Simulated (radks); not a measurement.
Fractional charge and spin in the 4p shell of strontium: the spin-up occupation runs from 2 to 3 and the spin-down occupation from 2 to 3; the fullest corner is Sr, [Ar] 3d10 4s2 5s2 4p(up 3, down 3). All-electron calculation, scalar-relativistic Kohn-Sham, PBE, spin-polarised, spherical densities, finite nucleus; Fermi nuclear charge, rms radius of each element as measured or else 0.836 A^(1/3) + 0.57 fm. Program: a radial shooting solver on a logarithmic mesh with Libxc functionals. Energy (eV) minus the two flat planes that join the four corners (they meet along the diagonal where the two added fractions sum to one electron); zero is where a piecewise linear energy would lie.

\begin{tabular}{lrrrrr}
down \ up & 2 & 2.25 & 2.5 & 2.75 & 3 \\ \hline
2 & 0.000 & -1.142 & -1.514 & -1.128 & 0.000 \\
2.25 & -1.142 & -1.445 & -0.994 & 0.195 & -1.017 \\
2.5 & -1.514 & -0.994 & 0.260 & -0.891 & -1.341 \\
2.75 & -1.128 & 0.195 & -0.891 & -1.280 & -0.994 \\
3 & 0.000 & -1.017 & -1.341 & -0.994 & 0.000 \\
\end{tabular}

Corners above the fullest one (they belong to Sr+ and the next ion): (up 3, down 2) 28.050 eV, (up 2, down 3) 28.050 eV, (up 2, down 2) 68.587 eV. With half an added electron in each spin the energy lies 0.260 eV from the planes, and with half an added electron in spin up alone -1.514 eV. The planes are only a guide here: the flat-plane condition holds for ground states with one frontier orbital, while this shell lies below other occupied shells, so the corners above the fullest one are inner-hole states and not the ground states of those ions.
